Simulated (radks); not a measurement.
Values are calculated unless marked as measured or tabulated.
Task: Excited configurations of the neodymium ion Nd2+: one electron is placed in a higher orbital outside [Xe] 4f3. The ground configuration is [Xe] 4f4. Code: a radial shooting solver on a logarithmic mesh with Libxc functionals. Model: scalar-relativistic Kohn-Sham, r2SCAN, spin-unpolarised, spherical densities, finite nucleus; meta-GGA in the generalised Kohn-Sham scheme; Fermi nuclear charge, rms radius 4.9123 fm. Excitation = E - E(ground); binding = E(ion) - E, where the ion is the core of charge +3; n* = 3/sqrt(2 binding) in atomic units, and the quantum defect is n - n*.

| outer orbital | excitation (eV) | binding (eV) | n* | quantum defect | eigenvalue (eV) | <r> (bohr) |
|---|---|---|---|---|---|---|
| 6s | 4.248 | 17.615 | 2.637 | 3.363 | -15.092 | 3.586 |
| 6p | 8.187 | 13.676 | 2.992 | 3.008 | -11.598 | 4.299 |
| 6d | 12.801 | 9.062 | 3.676 | 2.324 | -7.520 | 5.934 |
| 7s | 12.592 | 9.271 | 3.634 | 3.366 | -7.981 | 6.738 |
| 7p | 14.244 | 7.619 | 4.009 | 2.991 | -6.562 | 7.847 |
| 7d | 16.297 | 5.565 | 4.691 | 2.309 | -4.727 | 10.20 |

Estimate the row for 5d.

Result: excitation (eV) 2.883; binding (eV) 18.980; n* 2.540; quantum defect 2.460; eigenvalue (eV) -14.650; <r> (bohr) 2.441. The Delta-SCF ionisation energy is 21.863 eV (NIST Atomic Spectra Database: 22.09 eV, semi-empirical). Self-interaction in the functional shifts the binding energies and quantum defects, so they are the method's values and not measured ones. Spin polarisation and multiplet splitting are left out, so open shells lie too high by an amount that depends on their filling. Spin-orbit splitting is averaged out at the scalar-relativistic level.

Beside tabulated values, note that spin-unpolarised runs miss the spin-polarisation part of the exchange energy of open shells.
